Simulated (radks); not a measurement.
The numbers below are computed, except where a source is named.
Task: Coulomb parameter of the 4f shell of the promethium ion Pm3+ in the model configuration [Xe] 4f3 6p1, as a second difference U = [E(n + 0.25) + E(n - 0.25) - 2 E(n)] / (0.25)^2 with all orbitals relaxed. "Bare": the charge of the atom changes with n. "Screened": the 6p shell takes up the change at fixed total charge, which measures U(4f,4f) + U(6p,6p) - 2 U(4f,6p). Level of theory: Dirac Kohn-Sham, PBE, spin-unpolarised, spherical densities, finite nucleus; open shells are shared between the two j in proportion to 2j + 1; Fermi nuclear charge, rms radius 4.962 fm (a radial shooting solver on a logarithmic mesh with Libxc functionals). Estimate both.

Result: U(bare) = 19.403 eV, U(screened by 6p) = 9.320 eV.
